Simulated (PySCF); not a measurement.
Cost against size for one kind of job: PySCF, GIAO PBE0/pcSseg-1 NMR shielding, non-relativistic, gas phase; work: shieldings, charges and field gradients. Hardware: Arm Neoverse V1, one thread, on a shared host. Other jobs ran on the host; a repeat could differ by tens of per cent or more.

| species (SMILES) | atoms | electrons | basis functions | SCF cycles | wall time |
| --- | --- | --- | --- | --- | --- |
| C=C=O | 5 | 22 | 61 | 14 | 2.4 s |
| FC[SiH3] | 8 | 34 | 83 | 12 | 3.7 s |
| BCC | 10 | 24 | 86 | 12 | ? |
| [H]B(C)C | 10 | 24 | 86 | 9 | ? |
| BC#CCCl | 9 | 44 | 112 | 13 | 7.0 s |

Q: Estimate the withheld figures.

A: `BCC`: 3.8 s; `[H]B(C)C`: 4.0 s.

Q: With all rows, how does the wall time grow with the number of basis functions N?

A: A straight line through log(time) against log(N) has slope 1.7 between N = 61 and 112, and the rows scatter about it by a factor of about 1.1 (standard error of the fit). This is a fit to these rows, whose iteration counts differ, not the method's formal scaling.

Q: Which species took longest, and how many times the shortest run?

A: `BC#CCCl`, at 7.0 s: about 2.9 times the shortest (2.4 s).
